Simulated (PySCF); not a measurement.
A PySCF script (with the pyscf-properties extension) for the NMR shieldings of `[SiH3]C[C@@H]1COCC[SiH2]1`, C5H14OSi2, on a GFN2-xTB geometry:

```python
import basis_set_exchange as bse
import numpy as np
from pyscf import gto, dft
from pyscf.prop import nmr

atoms = """
Si    3.129222    0.726427   -0.441508
C     1.779387   -0.603653   -0.573514
C     0.463141   -0.240663    0.113082
C    -0.439347   -1.481368    0.197051
O    -1.650168   -1.271193    0.882836
C    -2.608778   -0.530486    0.166506
C    -2.262957    0.952817    0.036250
Si   -0.534319    1.146360   -0.731837
H     2.714680    1.950129   -1.129708
H     3.384690    1.013243    0.972095
H     4.355356    0.210807   -1.057005
H     2.162103   -1.527725   -0.127025
H     1.586124   -0.835893   -1.623535
H     0.678930    0.056064    1.145805
H     0.065769   -2.276698    0.756611
H    -0.645408   -1.858495   -0.818297
H    -3.540213   -0.662045    0.725977
H    -2.741763   -0.968953   -0.835424
H    -2.283647    1.400194    1.030239
H    -3.034642    1.445207   -0.553649
H     0.011045    2.478237   -0.458401
H    -0.599618    0.897073   -2.180831
"""
names = dict.fromkeys(["Si", "C", "O", "H"], "pcSseg-1")
basis = {el: gto.basis.parse(bse.get_basis(n, elements=[el], fmt="nwchem")) for el, n in names.items()}
mol = gto.M(atom=atoms, basis=basis, charge=0, verbose=0)
mf = dft.RKS(mol, xc="PBE0")
mf.grids.level = 2
mf.grids.alignment = dft.numint.BLKSIZE   # the property module wants whole blocks of grid points
mf.conv_tol = 1e-9
mf.kernel()

calc = nmr.RKS(mf)   # GIAO
C = mf.mo_coeff
Co = C[:, mf.mo_occ > 0]
resp = mf.gen_response(singlet=True, hermi=2)
def vind(x):   # induced exchange potential for any number of trial vectors
    d = np.einsum("pi,xij,qj->xpq", C, 2 * x.reshape(-1, C.shape[1], Co.shape[1]), Co, optimize=True)
    return np.einsum("xpq,pi,qj->xij", resp(d - d.transpose(0, 2, 1)), C, Co, optimize=True).ravel()
mo1, _ = nmr.rhf.solve_mo1(calc, with_cphf=vind)
sigma = calc.kernel(mo1)
for i, s in enumerate(sigma):   # ppm
    print("%2d %-2s %9.2f" % (i, mol.atom_pure_symbol(i), np.trace(s) / 3))
```

Question: Give the expected output.

Answer: 
```
 0 Si    423.17
 1 C     176.21
 2 C     165.01
 3 C     104.97
 4 O     273.98
 5 C     114.97
 6 C     175.52
 7 Si    394.34
 8 H      27.74
 9 H      27.95
10 H      27.82
11 H      31.06
12 H      31.29
13 H      30.68
14 H      27.42
15 H      28.56
16 H      27.18
17 H      28.30
18 H      30.65
19 H      31.19
20 H      27.31
21 H      27.84
```

These numbers come from an equivalent density-fitted implementation of the same equations, which agrees with the script to about 0.01 ppm for H and up to a few tenths of a ppm for heavy atoms, so last digits may differ.

Question: Turn these shieldings into chemical shifts. Shifts are taken against calculated references (same method and geometry level): $^{29}$Si (σ = 349.16 ppm), $^{13}$C (σ = 186.93 ppm), $^{1}$H (σ = 31.72 ppm) against TMS; H2O for $^{17}$O (σ = 336.08 ppm).

Answer: Averaging equivalent atoms: Si 7: -45.2; Si 0: -74.0; C 3: 82.0; C 5: 72.0; C 2: 21.9; C 6: 11.4; C 1: 10.7; O 4: 62.1; H 16: 4.54; H 20: 4.40; H 14: 4.30; H 8/9/10: 3.88; H 21: 3.88; H 17: 3.41; H 15: 3.16; H 18: 1.06; H 13: 1.04; H 11: 0.66; H 19: 0.53; H 12: 0.43 ppm. Experimental scales use liquid or dissolved standards, which lie at an offset from isolated H2O (liquid H2O: subtract about 36 ppm).

Size and cost of the density-fitted run: 220 basis functions, 2.9 min wall time (110 s CPU) on 1 thread of an Intel Xeon, shared host; peak memory 1.1 GiB.
